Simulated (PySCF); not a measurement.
Static response to an electric field

Species: C₂H₅FO₃S.
Structure used (GFN2-xTB), in Å, numbered top down from 1:
```xyz
12
C2H5FO3S angstrom
O     -2.0434   -0.6875    1.2123
S     -1.1818   -0.4099    0.1067
O     -1.2367   -1.2386   -1.0479
O     -1.4611    1.1164   -0.3353
C      0.5288   -0.2588    0.6430
C      1.3146    0.1023   -0.5954
F      2.6543    0.2057   -0.3112
H     -2.1731    1.4832    0.1923
H      0.5720    0.5093    1.4081
H      0.8331   -1.2176    1.0523
H      0.9955    1.0690   -0.9949
H      1.1989   -0.6741   -1.3561
```

Level: PBE0/def2-SVPD (PySCF), static field, nuclei fixed, core orbitals frozen in the response. The polarisability tensor in these axes (au):

```
x   62.24  0.64 -2.08
y    0.64 51.58  0.24
z   -2.08  0.24 52.68
```

Q: What are the eigenvalues, a third of the trace, and Δα (Δα² = ½Σ(αi − αj)² over the three pairs)?

A: Principal values 51.39, 52.41 and 62.71 au; mean 55.50 au = 8.22 Å³ = 9.15 × 10⁻⁴⁰ C²·m²/J; Δα = 10.84 au (20 % of the mean).

Q: What is the dipole moment, and where does it point?

A: (0.45, 2.30, 1.05) D, 2.57 D in size, pointing from the negative to the positive side. Measured along this direction, the outermost atoms are O3 at the negative end and H9 and H8 at the positive end.

Q: What molar refraction does this α imply?

A: Lorentz–Lorenz: R = (4π/3)N_A α = 2.5225 cm³/(mol·Å³) × 8.22 Å³ = 20.7 cm³/mol, in the limit of long wavelengths.

Q: Give the eigenvalues of the traceless quadrupole moment Θ = ½Σq(3rr − r²1), origin at the centre of nuclear charge.

A: -12.54, 0.38, 12.16 D·Å. The values depend on the origin, since the dipole doesn't vanish. The electronic extent ⟨r²⟩ about the same centre is 928 bohr², a root-mean-square distance of 1.98 Å for the 66 electrons.

Q: Give the principal axes and the span of the nuclei along them.

A: Largest value along (0.98, 0.05, -0.20), where the nuclei span 4.95 Å; middle along (0.17, 0.39, 0.90), 3.21 Å; least along (-0.13, 0.92, -0.38), 3.18 Å. 

Isolated species at its GFN2-xTB geometry (one conformer only).

These values come from a run that also computed excited states. Hardware: one thread, Arm Neoverse V2 (aarch64), shared host with 96 logical CPUs at a one-minute load of 36. Cost: 31 s (with the writing of density and orbital grids), 0.81 GiB resident at most.
